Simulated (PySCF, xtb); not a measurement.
Be(OH)(NMe2) (C2H7BeNO), SMILES C[N](C)[Be][OH].

GFN2-xTB (xtb) at its own geometry gives an orbital gap of 5.97 eV and a dipole moment of 1.24 D.

Coordinates come from a PBE0-D3(BJ)/def2-SVP optimisation. The structure was generated by enumeration; whether it is a known compound was not checked. Other conformers were not sampled.

**Question.** What does ωB97X/def2-TZVP in PySCF give? (An estimate is asked for; the answer gives what the named calculation found.)

**Answer.** gap 9.94 eV (levels -8.46 and 1.48 eV), dipole 1.21 D.
